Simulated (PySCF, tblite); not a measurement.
Isomers of C3H8OSi, one GFN2-xTB conformer each. Single-point energies are computed at PBE0/pcSseg-1 (PySCF, gas phase, no added dispersion term), electronic only.

```
          SMILES  GFN2-xTB relative energy (kcal/mol)
    [SiH3]OC1CC1                                  0.0
C[C@H]1OC[SiH2]1                                 45.7
```

Conformers: `[SiH3:1][O:2][CH:3]1[CH2:4][CH2:5]1` with Si1–O2–C3–C4 -143°.

Problem. What does PBE0/pcSseg-1 give for the same structures?

Solution. 
```json
{"SMILES": "[SiH3]OC1CC1", "PBE0/pcSseg-1 E (Eh)": "-483.44593", "PBE0/pcSseg-1 (kcal/mol)": "0.0", "GFN2-xTB (kcal/mol)": "0.0", "point group": "C1"}
{"SMILES": "C[C@H]1OC[SiH2]1", "PBE0/pcSseg-1 E (Eh)": "-483.41642", "PBE0/pcSseg-1 (kcal/mol)": "18.5", "GFN2-xTB (kcal/mol)": "45.7", "point group": "C1"}
```

Both levels put the same isomer lowest. As drawn, the lower has a three-membered ring and an Si–O bond, which the higher lacks; the higher has a four-membered ring and an Si–C bond, which the lower lacks.

Problem. Which frontier levels, dipoles and rotational constants go with these structures?

Solution. 
```json
{"SMILES": "[SiH3]OC1CC1", "HOMO (eV, PBE0/pcSseg-1)": "-7.57", "LUMO (eV)": "0.55", "dipole (D)": "1.05", "A, B, C (MHz)": "12287, 2167, 2024"}
{"SMILES": "C[C@H]1OC[SiH2]1", "HOMO (eV, PBE0/pcSseg-1)": "-7.08", "LUMO (eV)": "-0.06", "dipole (D)": "1.90", "A, B, C (MHz)": "5736, 3807, 2675"}
```

Problem. What happens when harmonic zero-point energies from GFN2-xTB frequencies are added?

Solution. 
| SMILES | ZPE (kcal/mol) | electronic (kcal/mol) | with ZPE (kcal/mol) |
| --- | --- | --- | --- |
| [SiH3]OC1CC1 | 62.0 | 0.0 | 0.0 |
| C[C@H]1OC[SiH2]1 | 62.9 | 18.5 | 19.5 |

The zero-point energies span 0.9 kcal/mol. The order is unchanged.
